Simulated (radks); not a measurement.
Ag X, configuration [Kr] 4d2. All-electron calculation, Dirac Kohn-Sham, BLYP, spin-unpolarised, spherical densities, point nucleus; open shells are shared between the two j in proportion to 2j + 1. Program: a radial shooting solver on a logarithmic mesh with Libxc functionals. Some entries of the table are withheld. Estimate them.

| orbital | occ. | eigenvalue (eV) | <r> (bohr) |
|---|---|---|---|
| 1s1/2 | 2 | (1) | 0.03111 |
| 2s1/2 | 2 | -3903.536 | (2) |
| 2p1/2 | 2 | -3640.303 | (3) |
| 2p3/2 | 4 | -3464.894 | (4) |
| 3s1/2 | 2 | -855.2493 | 0.3676 |
| 3p1/2 | 2 | -750.6850 | 0.3591 |
| 3p3/2 | 4 | -719.5506 | 0.3700 |
| 3d3/2 | 4 | (5) | 0.3421 |
| 3d5/2 | 6 | (6) | 0.3455 |
| 4s1/2 | 2 | (7) | 0.8644 |
| 4p1/2 | 2 | -219.1919 | 0.9032 |
| 4p3/2 | 4 | -213.0271 | 0.9251 |
| 4d3/2 | 0.8 | -156.1586 | 1.027 |
| 4d5/2 | 1.2 | -155.1418 | 1.034 |
| 5s1/2 | 0 | -112.9127 | 1.757 |
| 5p1/2 | 0 | -100.6527 | 1.869 |
| 5p3/2 | 0 | -98.9155 | 1.901 |

Answer. 
(1) 1s1/2 eigenvalue (eV): -25494.60
(2) 2s1/2 <r> (bohr): 0.1345
(3) 2p1/2 <r> (bohr): 0.1141
(4) 2p3/2 <r> (bohr): 0.1192
(5) 3d3/2 eigenvalue (eV): -534.7918
(6) 3d5/2 eigenvalue (eV): -528.4933
(7) 4s1/2 eigenvalue (eV): -254.2491
